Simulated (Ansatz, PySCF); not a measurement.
Process, species as SMILES: CCC(O)CC + H+ → CCC([OH2+])CC
Geometries: B3LYP-D3(BJ)/def2-TZVP minima from Ansatz (a quantum-chemistry and plane-wave program), one conformer each, not searched for the lowest. Frequencies are from Ansatz or PySCF.

Property: proton affinity (enthalpy at 298 K, with B3LYP-D3(BJ) rigid-rotor harmonic-oscillator terms), positive where the reaction releases energy, in kcal/mol. Cores are frozen in the correlated levels unless marked. Spin-orbit coupling is left out. Non-relativistic. CBS marks a two-point X^-3 extrapolation of the correlation energy; Hartree-Fock from the larger set. The bracket is a focal-point correction in the basis named.

```
level           program  proton affinity (kcal/mol)
--------------  -------  --------------------------
HF/6-31G         Ansatz                       199.2
PBE/def2-TZVPD   Ansatz                       193.5
```

Estimate the value at RI-MP2/CBS(cc-pVTZ,cc-pVQZ)+[CCSD(T)-MP2]/cc-pVTZ as computed with Ansatz.

193.4 kcal/mol
